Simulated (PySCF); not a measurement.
## VNCl2: from structure and modes to constants

Computed with PBE in PySCF with V def2-SVP, N def2-SVP, Cl def2-SVP; no relativity; density-fitted integrals.

The singlet minimum has Cs symmetry. Masses (u): V 50.94396, N 14.00307, Cl 34.96885.

```xyz
4
charge 0 multiplicity 1, angstrom
V     0.0000   -0.2800    0.3527
N     0.0000    0.2869    1.7720
Cl    1.9112    0.1456   -0.6111
Cl   -1.9112    0.1456   -0.6111
```

Harmonic wavenumbers (cm⁻¹): 78.2 (a', ×1), 179.6 (a', ×1), 266.5 (a'', ×1), 393.7 (a', ×1), 498.5 (a'', ×1), 1195.6 (a', ×1).

Find the principal moments of inertia and the rotational constants. What kind of rotor is it?

About the centre of mass I = 83.056, 261.83, 332.12 u Å². With B = 16.8576/I this gives 0.203, 0.06438, 0.05076 cm⁻¹. The molecule is an asymmetric top with κ = -0.82.

What is the harmonic zero-point energy?

Half the sum of all 6 wavenumbers, 2612/2 = 1306 cm⁻¹, which is 15.6 kJ/mol (1 cm⁻¹ = 0.0119627 kJ/mol).

Give the standard entropy (298.15 K, 1 bar) by its translational, rotational, vibrational and spin parts, and Cp.

Sackur–Tetrode with M = 134.88 u gives 170.0; rotation with symmetry number 1 gives 114.2; vibration 40.1; spin R ln 1 = 0.0. The total is 324.3 J/(mol K), and Cp = 4 R + 35.6 = 68.9 J/(mol K).

Other isomers or separated fragments may lie lower.
